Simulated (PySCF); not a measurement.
A series of related molecules.

All values: B3LYP/def2-SVPD (PySCF) at PBE0-D3(BJ)/def2-SVP geometries, gas phase, one conformer each. Core orbitals are frozen in the response; Δα² is half the sum of the squared differences of the principal polarisabilities.

(1) Rank by HOMO–LUMO gap, lowest first.
A. `C=C[Si](C=C)(C=C)OCC` (Si(vinyl)3(OEt))
B. `C=C[Si](C=C)(C=C)NC` (Si(vinyl)3(NHMe))
C. `C=C[Si](C=C)(C=C)N(CC)CC` (Si(vinyl)3(NEt2))
D. `C=C[Si](C=C)(C=C)O[Si](C)(C)C` (Si(vinyl)3(OSiMe3))

(2) Rank by polarisability anisotropy Δα, lowest first.
A. Si(vinyl)3(OSiMe3) (`C=C[Si](C=C)(C=C)O[Si](C)(C)C`)
B. Si(vinyl)3(OEt) (`C=C[Si](C=C)(C=C)OCC`)
C. Si(vinyl)3(NEt2) (`C=C[Si](C=C)(C=C)N(CC)CC`)
D. Si(vinyl)3(NCO) (`C=C[Si](C=C)(C=C)N=C=O`)

Answers

(1) C (4.98 eV), B (5.45 eV), D (6.42 eV), A (6.60 eV).

(2) D (1.77 Å³), C (3.80 Å³), A (4.34 Å³), B (5.09 Å³).

All values together:

```tsv
SMILES	formula	μ (D)	HOMO (eV)	LUMO (eV)	α (Å³)	Δα (Å³)	electrons	α per electron (Å³)	ΔSCF removal energy (eV)
C=C[Si](C=C)(C=C)OCC	C8H14OSi	0.88	-7.46	-0.86	18.82	5.09	84	0.224	–
C=C[Si](C=C)(C=C)N(CC)CC	C10H19NSi	0.29	-5.84	-0.86	23.15	3.80	100	0.231	–
C=C[Si](C=C)(C=C)O[Si](C)(C)C	C9H18OSi2	0.44	-7.37	-0.95	23.92	4.34	108	0.221	–
C=C[Si](C=C)(C=C)NC	C7H13NSi	0.57	-6.34	-0.88	17.81	4.49	76	0.234	8.37
C=C[Si](C=C)(C=C)N=C=O	C7H9NOSi	2.77	-7.62	-1.08	17.70	1.77	80	0.221	9.37
```

Conformers: `C=C[Si](C=C)(C=C)OCC`; `C=C[Si](C=C)(C=C)N(CC)CC`; `C=C[Si](C=C)(C=C)O[Si](C)(C)C`; `C=C[Si](C=C)(C=C)NC`; `C=C[Si](C=C)(C=C)N=C=O`.

A dash marks a removal energy that wasn't run or isn't settled.
